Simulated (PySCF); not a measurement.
BeClH3Si, SMILES [Be]([Cl])[SiH3].

Geometry optimised at PBE0-D3(BJ)/def2-TZVP.

These are CAM-B3LYP/def2-TZVPD in PySCF values and carry that method's errors.

Symmetry labels are those of the subgroup Cs that the program uses (full group C3v).

Computed valence orbital energies around the gap with their symmetry:
```tsv
orbital	symmetry	energy (eV)
HOMO−7	A'	-24.62
HOMO−6	A'	-16.66
HOMO−5	A'	-12.91
HOMO−4	A'	-11.27
HOMO−3	A"	-11.27
HOMO−2	A'	-11.06
HOMO−1	A"	-11.06
HOMO	A'	-9.64
LUMO	A'	-0.24
LUMO+1	A"	-0.24
LUMO+2	A'	0.26
LUMO+3	A'	1.15
```
